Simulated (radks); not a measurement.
The numbers below are computed, except where a source is named.
A nucleus of charge 75.2 with 73 electrons, configuration [Xe] 4f14 5d5.

Level of theory: Dirac Kohn-Sham, LDA (Slater exchange, Perdew-Wang correlation), spin-unpolarised, spherical densities, point nucleus; open shells fill j = l - 1/2 first (a radial shooting solver on a logarithmic mesh with Libxc functionals).

Energy parts (eV):
total: -457663.82
kinetic: 517947.64
electron-nucleus: -1144311.15
Hartree: 177521.68
exchange-correlation: -8821.99

Orbitals (lengths in bohr, moments of r in powers of bohr):
orbital  occ.  eigenvalue (eV)       <r^4>
1s1/2       2        -71960.19   5.398e-07
2s1/2       2        -12495.72  0.00008025
2p1/2       2        -11961.55  0.00004816
2p3/2       4        -10505.34  0.00007115
3s1/2       2        -2909.827    0.002957
3p1/2       2        -2670.996    0.002600
3p3/2       4        -2354.572    0.003471
3d3/2       4        -1952.679    0.002341
3d5/2       6        -1883.973    0.002556
4s1/2       2        -622.8581     0.06887
4p1/2       2        -523.1661     0.07479
4p3/2       4        -448.9994     0.09993
4d3/2       4        -285.1352      0.1262
4d5/2       6        -271.4250      0.1382
5s1/2       2        -105.4694       2.086
5p1/2       2         -75.1002       3.161
4f5/2       6         -64.6905      0.3711
5p3/2       4         -63.7515       4.490
4f7/2       8         -62.1175      0.3975
5d3/2       4         -24.6349       20.91
5d5/2       1         -23.5992       23.66

The highest occupied level is 5d5/2 at -23.599 eV. The density falls to 0.001 e/bohr^3 at r = 3.63 bohr.
